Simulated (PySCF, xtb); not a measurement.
AlClH₂Se₂, SMILES [SeH][Al]([SeH])[Cl]. The values are those of a single conformer.

Harmonic wavenumbers (cm⁻¹) from GFN2-xTB (xtb) at its own minimum, in rising order: 80, 84, 108, 147, 186, 245, 410, 471, 471, 611, 1996, 2019.

**Question.** What does PBE-D3(BJ)/def2-SVP run with PySCF give at its own minimum? (An estimate is asked for; the answer gives what the named calculation found.)

**Answer.** 88, 100, 157, 158, 233, 238, 461, 534, 573, 619, 2354, 2357. Paired by order, the mean absolute difference is 88 cm⁻¹ and the zero-point energies are 9.8 and 11.3 kcal/mol.
